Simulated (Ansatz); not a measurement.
Input for Ansatz (a program for electronic structure): R-CCSD(T)/cc-pVDZ on CH5BO2 (SMILES COBO).

Ansatz 0.2 input:
```yaml
crystal:
  periodic: [false, false, false]
  atoms:
    - {symbol: C, position_ang: [-1.34465693, 0.20386993, -0.15498457]}
    - {symbol: O, position_ang: [0.04654688, 0.48971716, -0.20504107]}
    - {symbol: B, position_ang: [0.98572618, -0.39587376, 0.21768955]}
    - {symbol: O, position_ang: [2.30272325, -0.06596129, 0.14596988]}
    - {symbol: H, position_ang: [-1.75490919, 0.25829328, -1.16420528]}
    - {symbol: H, position_ang: [-1.53304801, -0.78976565, 0.25704548]}
    - {symbol: H, position_ang: [-1.83848487, 0.95093770, 0.46774533]}
    - {symbol: H, position_ang: [0.69084199, -1.46698494, 0.65524834]}
    - {symbol: H, position_ang: [2.44526074, 0.81576757, -0.21946767]}
basis:
  gaussian:
    orbitals: cc-pVDZ
magnetization: {spin_polarized: false}
correlation: {method: ccsd_t, electrons: outside_noble_gas}
scf: {lower_state_search: off}
```

The log:

```
WARN ansatz: RAYON_NUM_THREADS=1 ignored (pool sized by the plan → 1); use --threads N
Functional definition: HF
these checks for a lower state are left out or cut short: stability, starts, cluster_reference, orbital_swaps, neighbouring_geometries, increment
integrals: 0.06 GiB planned
732 factors; integrals over basis functions are off by at most 1.2e-3 eV
mean field: 0.15 GiB planned
mean field evaluation 1: about -5855.6266 eV, gradient 3.7e1 eV
mean field evaluation 2: about -5855.6292 eV, gradient 3.7e1 eV
mean field evaluation 4: about -5858.4574 eV, gradient 3.1e0 eV
mean field evaluation 8: about -5858.4875 eV, gradient 1.3e-1 eV
mean field -5858.48758011 eV, -215.2954475436 hartree, gradient 1.0e-6 eV, S^2 0.000000; 0 other end points of the search recorded, 0 dependent functions left out
4 core orbitals not correlated
reference -5858.48758011 eV, -215.2954475436 hartree; 12, 12 occupied and 65, 65 virtual orbitals, 732 factors
second order -16.31344902 eV of doubles, -0.00000000 eV of singles
coupled cluster: 0.23 GiB planned
cycle   1  -16.72586822 eV  change   -4.1e-1 eV  update   9.3e-2
cycle   2  -17.14291285 eV  change   -4.2e-1 eV  update   2.6e-2
cycle   3  -17.25229044 eV  change   -1.1e-1 eV  update   1.5e-2
cycle   4  -17.24430367 eV  change    8.0e-3 eV  update   3.6e-3
cycle   5  -17.24370653 eV  change    6.0e-4 eV  update   1.3e-3
cycle   6  -17.24390746 eV  change   -2.0e-4 eV  update   3.8e-4
cycle   7  -17.24365357 eV  change    2.5e-4 eV  update   1.1e-4
cycle   8  -17.24358918 eV  change    6.4e-5 eV  update   3.4e-5
cycle   9  -17.24359262 eV  change   -3.4e-6 eV  update   1.1e-5
perturbative correction -0.42704010 eV, -0.0156934342 hartree
Total energy: -5876.15821283 eV, -215.9448313185 hartree
Checks for a lower state left out: stability, starts, cluster_reference, orbital_swaps, neighbouring_geometries, increment
```

The calculation finished and met its thresholds.

Cost: roughly 4 core-seconds.
